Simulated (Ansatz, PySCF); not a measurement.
Species: BIF, charge 0, doublet. BIF (SMILES F[B]I, doublet).
B3LYP-D3(BJ)/def2-TZVP minimum from Ansatz (a first-principles code):
```xyz
3

B      0.7864    -0.9933     0.9989
F      2.0668    -1.1288     0.8549
I     -0.4252     0.2854    -0.2394
```
Charge 0, spin multiplicity 2.

Atomisation energy term by term, kcal/mol (programs: Ansatz). UHF or UKS for unpaired electrons; spin-orbit terms are left out. Cores are frozen in correlated methods (noble-gas shells, and filled d and f shells in the p block). Past Kr the def2 sets carry scalar-relativistic core potentials. CBS(X,Y): correlation extrapolated as X^-3, Hartree-Fock from the larger set. A bracket is a step between two methods taken in the basis named. Where a partner has so few electrons that a lower coupled-cluster level is exact, that level stands in. Spin-orbit terms, left out, reach several kcal/mol for Br and I, and more for heavier atoms.

```csv
term,basis,kcal/mol
Hartree-Fock,def2-QZVPP,162.00
CCSD correlation,"CBS(def2-TZVPP,def2-QZVPP)",47.68
(T),"CBS(def2-TZVPP,def2-QZVPP)",6.54
CCSDT(Q) - CCSD(T),def2-TZVPP,0.29
minus zero-point energy,"harmonic, PySCF's Hessian at B3LYP-D3(BJ)/def2-TZVP",-3.07
sum: D0,,213.4
```

The step beyond CCSD(T) by other levels: CCSDT(Q) in def2-SVP 0.54 kcal/mol.
